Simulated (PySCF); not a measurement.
Work out the structure from these simulated measurements.

Formula: C3H12N2Si2.

| Property | Result |
| --- | --- |
| 13C NMR | chemical shifts (computed TMS as zero) by class: 30.6 (1 C), 4.9 (2 C) ppm [GIAO PBE0/pcSseg-1] |
| Dipole | 0.30 D [CAM-B3LYP/def2-SVPD] |
| Polarisability | 101.0 au [CAM-B3LYP/def2-SVPD] |
| Rotational structure | rotational constants A, B, C: 4.624, 0.931, 0.877 GHz [GFN2-xTB] |
| NMR, other nuclei | isotropic shieldings of nuclei other than C and H, by class: 240 (1 N), 246 (1 N), 360 (1 Si), 361 (1 Si) ppm [GIAO PBE0/pcSseg-1] |
| UV, first state | lowest singlet excitation: 6.01 eV (206 nm, f = 0.002) [TDDFT CAM-B3LYP/def2-SVPD] |

The electronic properties come from PySCF, for the isolated species, density fitting. Levels stand in brackets. Isolated species at its GFN2-xTB geometry (one conformer only). NMR classes are plain means over equivalent atoms (diastereotopic ones count apart unless rotation or inversion swaps them), as if these changed places fast.

Question: Propose a structure and show how it fits.

Answer: Numbering: `[CH3:1][NH:2][Si@H:3]1[CH2:4][Si@H:5]([NH2:6])[CH2:7]1`. Its formula, C3H12N2Si2, gives 1 degree of unsaturation: 1 ring and 0 π bonds in the structure found. 3 carbons fall into 2 classes; from least to most shielded: N-methyl carbon [C1] (30.6 ppm), ring sp3 carbon bound to silicon [C4/C7] (4.9 ppm, 2 C, up to 2.0 ppm apart in this geometry). The other shieldings belong to: 240 ppm, silicon-bound nitrogen [N2]; 246 ppm, silicon-bound nitrogen [N6]; 360 ppm, SiH silicon [Si3]; 361 ppm, SiH silicon [Si5]. The optimised geometry has point group C1 and is an asymmetric top. Structure: `CN[Si@H]1C[Si@H](N)C1`. Computed isomers that give other values at the same levels: `NC[C@H]1[SiH2]CN[SiH2]1` (13C chemical shifts (computed TMS as zero) by class: 44.9 (1 C), 28.9 (1 C), 14.1 (1 C) ppm); `[SiH3]C[SiH]1NCCN1` (13C chemical shifts (computed TMS as zero) by class: 47.8 (2 C), -2.6 (1 C) ppm); `CN1[SiH2]CN[Si@H]1C` (13C chemical shifts (computed TMS as zero) by class: 30.2 (1 C), 27.6 (1 C), 0.1 (1 C) ppm). The assignments are read from this structure; whether some other isomer fits the data as well wasn't checked.

Conformer computed: `[CH3:1][NH:2][Si@H:3]1[CH2:4][Si@H:5]([NH2:6])[CH2:7]1`: C1–N2–Si3–C4 76°, H–N6–Si5–C4 -162°, H–N6–Si5–C4 63°.
